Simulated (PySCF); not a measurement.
## Working out the excitation energy of Ar⁺

Ar⁺ [Ne] 3s2 3p5 (2P) → Ar⁺ [Ne] 3s1 3p5 3d1 (high-spin determinant). All numbers are calculated (PySCF 2.14, no relativity, point nucleus, in aug-cc-pV(T+d)Z (6s5p4d2f, 55 functions)). Frozen: [Ne]. Energies in hartree (1 hartree = 27.21139 eV):

```
             part  Ar⁺ (lower)  Ar⁺ (upper)
              UHF  -526.278180  -525.071139
MP2 opposite-spin    -0.129930    -0.156743
    MP2 same-spin    -0.038690    -0.040994
```

Question: What does Hartree-Fock give?

Answer: (-525.071139) − (-526.278180) = 1.207041 hartree = 32.845 eV.

Question: What do MP2 and SCS-MP2 (6/5 opposite-spin, 1/3 same-spin) give?

Answer: The opposite-spin parts differ by -0.730 eV and the same-spin parts by -0.063 eV. MP2: 32.845 + (-0.730) + (-0.063) = 32.052 eV. SCS-MP2: 32.845 + 1.2 × (-0.730) + (-0.063)/3 = 31.948 eV.

One determinant mixes LS terms, so it does not stand for a single term.

The upper state lies above the first ionisation limit, where it may autoionise and the basis confines it.
